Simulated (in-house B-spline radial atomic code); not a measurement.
RPA and G0W0 on Hartree-Fock: Ga XXV (Ga24+)

Configuration [He] 2s2 2p3, highest spin, mean-field start Hartree-Fock. Computed with an all-electron radial atomic-structure program (B-spline basis): all electrons, non-relativistic, point nucleus, each spin shell either full or empty, empty states to l = 9 with an (l + 1/2)⁻⁴ tail; G0W0 by contour deformation at full frequency.

Command:
```bash
python run_gw.py task.json out
```
Settings (radii: box in bohr, nucleus in fm):
```
Z                        31
electrons                7
configuration            [He] 2s2 2p3
hamiltonian              nr
method                   hf
lmax                     9
spin_polarised           True
box_radius               3.58
intervals                46
```

Cost of the run: 0.8 s on 1 thread of Arm Neoverse V1 (shared host).

Energies (hartree):

```json
{"term": "mean-field total", "value": "-1431.67772"}
{"term": "Hartree-Fock functional on these orbitals", "value": "-1431.67772"}
{"term": "direct second order", "value": "-0.43395"}
{"term": "second-order exchange", "value": "0.21768"}
{"term": "SOSEX correction", "value": "0.2058"}
```

Question: What is the RPA correlation energy, and what remains with SOSEX?

Answer: RPA gives -0.41208 hartree (-1.6 eV per electron); RPA + SOSEX gives -0.20628, and the second-order doubles (MP2) -0.21627 hartree. SOSEX takes back 50 % of the RPA value.

Quasi-particle levels (eV):

| level | occupied | mean field | Σx - vxc | Σc | QP weight | G0W0 |
| --- | --- | --- | --- | --- | --- | --- |
| 2p up | yes | -2401.72 | 0.00 | ? | ? | ? |
| 2s down | yes | -2442.30 | 0.00 | -5.06 | 0.991 | -2447.36 |
| 2s up | yes | -2513.32 | 0.00 | 12.29 | 0.921 | -2501.03 |
| 1s down | yes | -11682.09 | 0.00 | 11.70 | 0.954 | -11670.39 |
| 2p down | no | -2237.75 | 0.00 | -3.59 | 0.995 | -2241.34 |

G0W0 = mean field + (Σx - vxc) + Σc, with Σc (partial-wave tail included) taken at the quasi-particle energy.

Question: Where does G0W0 put 2p up?

Answer: At -2399.85 eV, with Σc = 1.87 eV and a quasi-particle weight of 0.994. The tabulated removal energy is 2391 ± 18 eV (NIST, semi-empirical); the calculation leaves out relativity, Breit and QED terms, and what these don't explain is the method's own error.
